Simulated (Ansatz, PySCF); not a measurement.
C3H2O, SMILES c1cc1=O.

Coordinates come from a B3LYP-D3(BJ)/def2-SVP optimisation.

Vertical ionisation energy (IE) and electron affinity (EA) in eV. Rows of orbital energies are one-electron estimates. Where ΔSCF, EOM or ADC give a negative EA the extra electron is unbound and the value depends on the basis.

| level | IE | EA |
|---|---|---|
| −ε(HOMO), −ε(LUMO), M06-2X/def2-TZVPD (PySCF) | 8.51 | 0.35 |
| −ε(HOMO), −ε(LUMO), PBE/def2-TZVPD (PySCF) | 5.63 | 2.36 |
| ADC(2)/aug-cc-pVDZ (PySCF) | 8.29 | -0.50 |
| ΔSCF, PBE0/def2-SVPD (Ansatz), final states of multiplicity 2 and 2 | 9.61 | -0.88 |
| ΔSCF, PBE/def2-SVPD (Ansatz), final states of multiplicity 2 and 2 | 9.53 | -0.90 |

Task: What vertical singlet–triplet gap does ΔSCF give with PBE0/def2-SVPD (Ansatz, an electronic-structure program) and with PBE/def2-SVPD (Ansatz)? (Estimate from the structure and the level; the computed values follow.)

Result: 3.74 and 3.65 eV (triplet above singlet where positive).

Computed lowest 1s main lines (those of the lightest heavy element) from CVS-ADC(2)-x/aug-cc-pVDZ (PySCF, non-relativistic), with pole strengths:
293.5 eV (1.47), 293.5 eV (1.47), 295.7 eV (1.51).

Task: Beyond the first one, list the lowest photoelectron lines from ADC(2)/aug-cc-pVDZ in PySCF 2.14.0 with their pole strengths (two spins summed). (Estimate from the structure and the level; the computed values follow.)

Result: 10.39 eV (1.74), 12.86 eV (1.72), 13.85 eV (1.72), 14.35 eV (1.74), 14.99 eV (1.71).
